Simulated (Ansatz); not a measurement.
Stepwise reaction of `C[CH2][Sn][CH2]C` with hydrogen chloride, as a gas-phase model of exchange steps in deposition or etching. ΔE in kJ/mol; ΔG adds harmonic PBE0-D4 terms to CCSD(T)/CBS, at 1 bar.

Program: Ansatz. Geometries: PBE0-D4/def2-TZVP. ΔE: electronic, gas phase. CCSD(T)/CBS is the MP2 limit (def2-TZVPP, def2-QZVPP) plus CCSD(T) − MP2 in def2-TZVPP, frozen cores. This one scheme is used for every species. DFT in def2-TZVPP. B3LYP here is the variant with VWN-RPA as its local correlation; programs differ in this. def2 core potentials past Kr. For Sn outer-core shells are correlated without core-valence functions, which leaves a few kJ/mol of doubt a bond. Each species was taken in one conformer, which may not be the lowest.

| step | reaction | PBE-D4 | B3LYP-D4 | ωB97M-V | CCSD(T)/CBS | ΔG(400 K) |
| --- | --- | --- | --- | --- | --- | --- |
| 2 | `C[CH2][Sn][Cl]` + HCl → `[Cl][Sn][Cl]` + `CC` | -174.3 | -179.2 | -172.5 | -168.0 | -154.4 |

(1) Give the row of step 1, `C[CH2][Sn][CH2]C` + HCl → `C[CH2][Sn][Cl]` + `CC`. (Best estimate.)

(2) By hand: ΔE of the 2 steps together at CCSD(T)/CBS.

## Answers

(1) Computed: 
```json
{"step": "1", "reaction": "`C[CH2][Sn][CH2]C` + HCl → `C[CH2][Sn][Cl]` + `CC`", "PBE-D4": "-181.7", "B3LYP-D4": "-187.7", "ωB97M-V": "-182.3", "CCSD(T)/CBS": "-177.0", "ΔG(400 K)": "-169.5"}
```

(2) (-177.0) + (-168.0) = -345.0 kJ/mol, or -172.5 kJ/mol a step.

In ΔE each step is higher than the one before. All are downhill at CCSD(T)/CBS. ΔG lies between -169.5 and -154.4 kJ/mol a step. PBE-D4 differs from CCSD(T)/CBS by -6.3 to -4.7 kJ/mol a step. Isolated molecules leave out the surface, adducts and barriers. Largest T1 diagnostic: 0.014.
